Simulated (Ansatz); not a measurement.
Isolated molecules relaxed with PBE0-D4/def2-TZVP in Ansatz; ΔE leaves out vibrations. CBS: MP2 limit from def2 TZ/QZ plus the TZ coupled-cluster correction, frozen cores. This one scheme is used for every species. Functionals use def2-TZVPP. B3LYP here is the variant with VWN-RPA as its local correlation; programs differ in this. One conformer a species, not always the lowest.

Reaction (ligand exchange at the Si–C bond): `BO[SiH2]C#C` + CH₃SH → `BO[SiH2]SC` + `C#C`

`BO[SiH2]C#C`:

```xyz
10

B     1.912   -1.108    0.157
O     1.232    0.055    0.125
Si   -0.091    0.530   -0.745
C    -1.511    0.686    0.381
C    -2.468    0.792    1.107
H     1.579   -2.020   -0.555
H     2.845   -1.195    0.905
H     0.212    1.849   -1.339
H    -0.400   -0.475   -1.790
H    -3.311    0.886    1.753
```

CH₃SH:

Z-matrix (Å, degrees):
```
C
S 1 1.806
H 1 1.089 2 111.5
H 1 1.089 2 111.5 3 -123.8
H 1 1.090 2 106.2 3 118.1
H 2 1.342 1 97.1 3 61.9
```

`BO[SiH2]SC`:

Z-matrix (Å, degrees):
```
Si
O 1 1.660
S 1 2.108 2 112.1
H 1 1.478 2 107.6 3 117.0
H 1 1.486 2 107.5 3 -121.1
B 2 1.347 1 130.7 3 99.3
C 3 1.818 1 99.4 2 -69.4
H 6 1.205 2 120.0 1 1.7
H 6 1.198 2 118.2 1 -178.1
H 7 1.090 3 111.1 1 69.2
H 7 1.090 3 111.1 1 -53.7
H 7 1.089 3 106.7 1 -172.4
```

`C#C`:

```xyz
4

C     0.034   -0.147   -0.579
C    -0.034    0.147    0.579
H     0.095   -0.409   -1.609
H    -0.095    0.409    1.609
```

| level | ΔE (kJ/mol) | difference from CCSD(T)/CBS |
| --- | --- | --- |
| r2SCAN-D4 | -26.7 | -0.6 |
| PBE0-D4 | -28.9 | -2.8 |
| ωB97M-V | -26.9 | -0.8 |
| B2PLYP | -20.2 | 5.9 |
| PBE | -25.4 | 0.7 |
| r2SCAN | -25.5 | 0.6 |
| B3LYP | -17.6 | 8.5 |
| HF/def2-TZVPP | -12.3 | 13.8 |
| MP2/def2-TZVPP | -24.7 | 1.4 |
| SCS-MP2/def2-TZVPP | -19.8 | 6.3 |
| CCSD/def2-TZVPP | -20.6 | 5.5 |
| CCSD(T)/def2-TZVPP | -22.7 | 3.4 |
| HF/def2-QZVPP | -11.8 | 14.3 |
| MP2/def2-QZVPP | -26.5 | -0.4 |
| HF/CBS(def2) | -11.7 | 14.4 |
| CCSD/CBS(def2) | -24.0 | 2.1 |
| CCSD(T)/CBS | -26.1 | 0 |

Largest T1 diagnostic among the species: 0.014.

The D4 term adds −7.3 kJ/mol with B3LYP and −4.1 kJ/mol with PBE0; it sums over pairs of atoms, weighted by their polarisabilities, and B3LYP, whose exchange is more repulsive, gets the larger term. In def2-TZVPP, CCSD(T) changes the Hartree–Fock value by −10.4 kJ/mol (the triples alone add −2.1 kJ/mol) and MP2 by −12.4 kJ/mol.
